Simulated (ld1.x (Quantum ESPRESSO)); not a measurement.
Which change was made? (Co, TM)

ld1.x (Quantum ESPRESSO) 7.5 input, shortened:

```
&input
   title='Co', zed=27., rel=0, dft='PBE', iswitch=3,
   config='[Ar] 3d7 4s2 4p0'
 /
 &inputp
   pseudotype=2, tm=.true., lloc=0,
   nlcc=.false.
 /
3
3P  2  1   6.00   0.00  1.35  1.35  0.0
3D  3  2   7.00   0.00  1.30  1.30  0.0
3S  1  0   2.00   0.00  0.85  0.85  0.0
 &test
   configts(1)='3s2 3p6 3d7 4s2 4p0'
 /
```

Occupied shells without a wave of their own: 4s. They enter only through the test configuration that unscreens the potential.

Cutoffs, loose and tight: the cutoffs (Ry, on a coarse ladder) from which the occupation-weighted sum of valence levels, in a spherical-Bessel basis at the reference potential, stays within 10 and 1 mRy of its value at 400 Ry. They do not see the model core or the augmentation charge, which bear on the density cutoff. Test errors are all-electron minus pseudo excitation energies from the reference, over the configurations 3s2 3p6 3d7 4s1 4p0; 3s2 3p6 3d7 4s0 4p0; 3s2 3p6 3d6 4s0 4p0; 3s2 3p6 3d8 4s1 4p0; 3s1 3p6 3d7 4s2 4p0; 3s2 3p6 3d6 4s2 4p0; 3s2 3p6 3d7 4s1.5 4p0; variants that change the core or the reference have their own tests.

The base gives: outcome: generated; cutoff, loose: 200 Ry; cutoff, tight: over 300 Ry; bound ghosts: none; largest test error (meV): -404.

On the changes marked as counting shells twice: ld1.x takes every shell without a wave as core, so the model core holds the marked electrons as well and exchange and correlation see them twice. This cancels in the reference configuration, but the file is broken for other ones, and its errors say nothing about a proper core correction.

Task: After one change the result is: outcome: generated; cutoff, loose: 230 Ry; cutoff, tight: over 300 Ry; bound ghosts: none; largest test error (meV): -282. Which change was it?
A. wave 3s (bound): rc 0.85 bohr becomes 3s (bound): rc 0.78 bohr
B. core [Ne] 3s2, valence charge 15; reference 3p6 3d7 4s1.75 4p0.25; waves now 4s (bound): rc 1.60 bohr; 3p (bound): rc 0.85 bohr; 3d (bound): rc 0.90 bohr; local potential the d channel; core correction Bessel-smoothed model core inside 0.70 bohr (4p counted twice)
C. core correction full core density, not smoothed (it rises at the typed radius of 1.02 bohr, so ld1.x skipped the fit) (4s counted twice)

Result: A. The others give: core correction full core density, not smoothed (it rises at the typed radius of 1.02 bohr, so ld1.x skipped the fit) (4s counted twice) → outcome: generated; cutoff, loose: 200 Ry; cutoff, tight: over 300 Ry; bound ghosts: none; largest test error (meV): -1287 | core [Ne] 3s2, valence charge 15; reference 3p6 3d7 4s1.75 4p0.25; waves now 4s (bound): rc 1.60 bohr; 3p (bound): rc 0.85 bohr; 3d (bound): rc 0.90 bohr; local potential the d channel; core correction Bessel-smoothed model core inside 0.70 bohr (4p counted twice) → outcome: generated; cutoff, loose: 230 Ry; cutoff, tight: over 300 Ry; bound ghosts: s; largest test error (meV): -247.
